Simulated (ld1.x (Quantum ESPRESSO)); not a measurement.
# Li: excitation energies, all-electron against PAW

ld1.x (Quantum ESPRESSO) 7.5 input, shortened:

```
&input
   title='Li', zed=3., rel=0, dft='PZ', iswitch=3,
   config='[He] 2s1 2p0'
 /
 &inputp
   pseudotype=3, lpaw=.true., tm=.true., lloc=-1, rcloc=3.45,
   nlcc=.false.,
   which_augfun='PSQ', rmatch_augfun_nc=.true.
 /
4
1S  1  0   2.00   0.00  0.90  1.00  0.0
2S  2  0   1.00   0.00  0.90  1.00  0.0
2P  2  1   0.00   0.00  3.75  4.70  0.0
2P  2  1   0.00   0.25  3.75  4.70  0.0
 &test
   configts(1)='1s2 2s1 2p0'
 /
```

Energies are relative to the spin-unpolarised reference configuration 1s2 2s1 2p0; without spin polarisation the order of configurations can differ from experiment. Spin-polarised rows fill each open shell by Hund’s rule, majority spin first.

```csv
valence configuration,charge,ΔE all-electron (eV),error AE − PS (meV)
1s2 2s0 2p0,+1,5.239,0.0
1s2 2s0 2p1,0,1.753,-0.3
1s1 2s1 2p0,+1,67.372,-163
1s2 2s1 2p0 (spin-polarised),0,-0.233,0.0
1s2 2s0.5 2p0 (spin-polarised),+0.5,1.953,-0.1
```

Task: What are ΔE and the potential's error for 1s2 2s0.5 2p0?

Result: ΔE = 2.044 eV all-electron; the error (AE − PS) is -0.1 meV.

Levels in the configuration 1s1 2s1 2p0:

| level | all-electron (eV) | pseudo (eV) |
| --- | --- | --- |
| 1s | -84.638 | -84.921 |
| 2s | -12.303 | -12.289 |
